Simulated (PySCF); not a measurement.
# Dipole moment and polarisability of (KNH2)2 ring

(KNH2)2 ring, H4K2N2.
Cartesian coordinates in Å at the PBE0-D3(BJ)/def2-SVP level; atoms count from 1:
```
atom  x, y, z in Å
K1     0.1316   -0.1138    1.7728
N2     0.2453   -1.9193   -0.1392
K3    -0.1768    0.1084   -1.7708
N4    -0.2466    1.9188    0.1384
H5     1.1277   -2.4346   -0.2483
H6    -0.4341   -2.6899   -0.1328
H7     0.4610    2.6636    0.1257
H8    -1.1080    2.4669    0.2541
```

Level: PBE0/def2-SVPD (PySCF), static field, nuclei fixed, core orbitals frozen in the response. The polarisability tensor in these axes (au):

```
x   54.83 -1.45  3.38
y   -1.45 63.78 -1.87
z    3.38 -1.87 94.33
```

Problem. What are the eigenvalues, a third of the trace, and Δα (Δα² = ½Σ(αi − αj)² over the three pairs)?

Solution. Principal values 54.37, 63.83 and 94.75 au; mean 70.98 au = 10.52 Å³ = 11.70 × 10⁻⁴⁰ C²·m²/J; Δα = 36.58 au (52 % of the mean).

Problem. What is the dipole moment?

Solution. 0.11 D at this geometry.

Problem. Find the Langevin capture rate constant for H3O+ (19.018 u) meeting this molecule (109.965 u), k = 2.342 × 10⁻⁹ cm³/s × √(α in Å³ / reduced mass in u).

Solution. The reduced mass is 16.21 u, so k = 1.89 × 10⁻⁹ cm³/s.

Problem. What would n − 1 = 2πNα be for an ideal gas of these molecules at 298.15 K and 1 atm, electronic part alone?

Solution. N = p/kT = 2.4615 × 10¹⁹ cm⁻³, so n − 1 = 2π × N × 10.52 × 10⁻²⁴ cm³ = 1627 × 10⁻⁶ at long wavelengths.

Problem. Sum over states: ᾱ = Σ f/ω², ω in Eh. What share falls to these 10 lowest TDDFT singlets (eV, f)? 2.68, 0.0000; 2.96, 0.1504; 3.30, 0.0058; 3.50, 0.0000; 3.62, 0.0000; 3.73, 0.0278; 3.82, 0.0000; 3.90, 0.0000; 4.08, 0.0000; 4.13, 0.0000.

Solution. They add up to 14.56 au, 20.5 % of the 70.98 au; the largest single term is 12.69 au, from the state at 2.96 eV. Terms in order: 0.00, 12.69, 0.40, 0.00, 0.00, 1.48, 0.00, 0.00, 0.00, 0.00 au. Higher excitations give the rest. The strengths listed sum to 0.184.

Problem. Rayleigh depolarisation ratio (linearly polarised light, static tensor)?

Solution. ρ = 3Δα²/(45ᾱ² + 4Δα²) = 4013.5/(226732 + 5351.4) = 0.0173.

Problem. In a dilute gas of rigid molecules at 298 K, how does the orientational term μ²/3kT compare with the electronic polarisability?

Solution. In Gaussian units μ²/3kT = 0.10 Å³ against 10.52 Å³, a ratio of 0.01; the Debye molar polarisation (4π/3)N_A(α + μ²/3kT) is 26.8 cm³/mol, leaving out the vibrational part.

Geometry: PBE0-D3(BJ)/def2-SVP, one conformer, isolated molecule.
